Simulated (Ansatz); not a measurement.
The dipole moment down a group: F to Br

One atom is swapped for its congeners: SnH2F `[F][SnH2]`; SnH2Cl `[Cl][SnH2]`; SnH2Br `[Br][SnH2]`. All are doublets with charge 0.

Shapes, held fixed at every level: PBE0-D4/def2-TZVP. Programs: Ansatz 0.2.0. Values in D.

| level | SnH2F | SnH2Cl | SnH2Br |
| --- | --- | --- | --- |
| PBE-D4/def2-TZVPP | 2.48 | 2.22 | 2.03 |
| r2SCAN-D4/def2-TZVPP | 2.60 | 2.39 | 2.22 |
| B3LYP-D4/def2-TZVPP | 2.70 | 2.39 | 2.22 |
| wB97M-V/def2-TZVPP | 2.74 | 2.50 | 2.39 |

At wB97M-V/def2-TZVPP the dipole moment falls at every step, from 2.74 to 2.39 D. Every level shows the same order. Open shells run unrestricted unless RO is named. For atoms past krypton def2 sets carry core potentials with scalar relativity. Relativity is left out for Br unless named.
